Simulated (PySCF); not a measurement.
Gas-phase reaction: CdI2 + 2 H = Cd + 2 HI, at 500 K and a standard pressure of 1 bar. Level: M06-2X/def2-TZVP†.

Computed with PySCF and rigid-rotor harmonic-oscillator thermochemistry at 1 bar. † marks an energy on the PBE0/def2-TZVP geometry and frequencies. Open shells (unrestricted): H (multiplicity 2); the rest are closed-shell singlets. Cd, I: scalar-relativistic def2 core potential, no spin-orbit coupling. The harmonic model lacks anharmonicity and excited electronic states, which grow with temperature; levels with a mode under 35 cm⁻¹ are left out. Soft modes under 120 cm⁻¹ make the harmonic entropy rough for CdI2.

```
species      E (Ha)  H(500 K) − E (kJ/mol)  S°(500 K) (J/mol/K)
-------  ----------  ---------------------  -------------------
CdI2     -763.07633                   31.5                356.8
H          -0.49815                   10.4                125.5
Cd       -167.70945                   10.4                178.5
HI       -298.22397                   28.6                221.6
```
E: electronic energy; H − E holds the zero-point and thermal terms. 1 Ha = 2625.5 kJ/mol.

**Question.** Work out ΔH°, ΔS°, ΔG° and log10 K from these numbers.

**Answer.** 1. ΔE = 1×(-167.70945) + 2×(-298.22397) − 1×(-763.07633) − 2×(-0.49815) = -0.08476 Ha = -222.5 kJ.
2. Δ(H − E) = 1×(10.4) + 2×(28.6) − 1×(31.5) − 2×(10.4) = 15.3 kJ, so ΔH° = -207.2 kJ.
3. ΔS° = 1×(178.5) + 2×(221.6) − 1×(356.8) − 2×(125.5) = 13.9 J/K; the number of gas molecules stays the same.
4. ΔG° = ΔH° − TΔS° = -207.2 − 500×(13.9)/1000 = -214.1 kJ.
5. log10 K = −ΔG°/(RT ln 10) = 22.37, with RT ln 10 = 9.57 kJ/mol; at standard pressures the products are favoured.
6. A shift of 10 kJ in ΔE would move log10 K by 1.04 here.
For scale, ΔH°(298 K) is -202 kJ at this level, -213 kJ at ωB97M-V/def2-TZVP†, and runs from -281 to -107 kJ over the 17 levels computed.
